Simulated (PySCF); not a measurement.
GaH₃S₃.

```xyz
7

Ga    -0.0069    -0.0020     0.0000
S     -1.4279     1.6979     0.0000
H     -0.4267     2.6231     0.0000
S      2.1790     0.4042     0.0000
H      2.5166    -0.9159     0.0000
S     -0.8886    -2.0389     0.0000
H      0.3257    -2.6572     0.0000
```
Charge 0, spin multiplicity 1.

Coordinates come from a PBE-D3(BJ)/def2-SVP optimisation. The structure was generated by enumeration; whether it is a known compound was not checked. Other conformers were not sampled.

Level of theory: PySCF with KT2/pcSseg-1. Non-relativistic, no solvent.

Computed absolute GIAO shielding of each atom: isotropic value and principal components (ppm):
| atom | σ(iso) | σ11 | σ22 | σ33 | span |
|---|---|---|---|---|---|
| Ga1 | 1195.2 | 1148.2 | 1189.9 | 1247.5 | 99.3 |
| S2 | 630.1 | 493.0 | 666.8 | 730.6 | 237.7 |
| H3 | 29.7 | 21.9 | 27.7 | 39.3 | 17.4 |
| S4 | 604.0 | 493.8 | 583.7 | 734.3 | 240.5 |
| H5 | 29.8 | 22.1 | 27.7 | 39.6 | 17.5 |
| S6 | 606.3 | 492.4 | 597.7 | 728.7 | 236.3 |
| H7 | 30.0 | 22.5 | 28.0 | 39.5 | 17.0 |
